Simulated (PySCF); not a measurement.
CH8N2OSi, SMILES CN[Si@@H](N)O.

The structure is a stationary point at ωB97X-D3(BJ)/def2-SVP. The structure was generated by enumeration; whether it is a known compound was not checked. One conformer was computed; it need not be the lowest.

Vertical ionisation energy (IE) and electron affinity (EA) in eV. Rows of orbital energies are one-electron estimates. Where ΔSCF, EOM or ADC give a negative EA the extra electron is unbound and the value depends on the basis.

| level | IE | EA |
|---|---|---|
| −ε(HOMO), −ε(LUMO), ωB97X/def2-TZVP (PySCF) | 9.20 | -3.13 |
| −ε(HOMO), −ε(LUMO), PBE/def2-TZVP (PySCF) | 5.35 | -0.23 |
